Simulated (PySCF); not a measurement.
Assignment exercise: C4H7F3OSi2

Mapped SMILES: `[O:1]=[CH:2]/[C:3]([SiH3:4])=[CH:5]/[SiH2:6][C:7]([F:8])([F:9])[F:10]`. Hydrogens are named by the atom that carries them.

PySCF calculation with shieldings: GIAO PBE0/pcSseg-1 and geometry from GFN2-xTB; averaged over atoms made equivalent by symmetry, fast rotation or ring inversion, relativity neglected, single conformer, gas phase.

Referencing at the same level of theory: TMS for $^{13}$C (σ = 186.93 ppm), $^{1}$H (σ = 31.72 ppm).

(1) Assign these signals to the numbered atoms. $^{13}$C{$^{1}$H} NMR (computed): δ 202.2, 171.7, 162.9, 140.0.

(2) Assign these signals to the numbered atoms. $^{1}$H NMR (400 MHz, computed): δ 9.68 (s, 1H), 7.92 (m, 1H), 4.78 (m, 2H), 4.13 (s, 3H).

Results:

(1) 
```tsv
δ (ppm)	atoms	environment	reason
202.2	C2	aldehyde carbonyl carbon	the double bond to the heteroatom, with no lone-pair donor beside it, deshields it most
171.7	C3	α carbon of a C=C–C=O unit	–
162.9	C5	β carbon of a C=C–C=O unit	conjugation with the carbonyl draws π density from the β position
140.0	C7	CF3 carbon	3 electronegative neighbours deshield it
```

(2) 
9.68 → H(C2), hydrogen on an aldehyde carbonyl carbon: the C=O anisotropy and electron withdrawal place aldehyde protons far downfield
7.92 → H(C5), hydrogen on a β carbon of a C=C–C=O unit: a vinylic proton, deshielded by the sp2 carbon and the C=C anisotropy
4.78 → H(Si6), hydrogen on a silicon bonded to 2 C
4.13 → H(Si4), hydrogen on a silicon bonded to C

Splittings by $^{19}$F in the carbon and heteronuclear signals aren't shown, as no couplings were computed. Shifts are as computed. Against solution values, carbons near 30 ppm lie about +3 ppm off and those near 130 ppm about +5 ppm. Of 1211 compounds with measured shifts, 218 miss one by over three times the rms of a fit or turn the order of signals round; such compounds aren't used in these exercises. Multiplicities follow the n + 1 count of equivalent neighbours, as no J values were calculated; m marks all less simple cases, F and P coupling included.
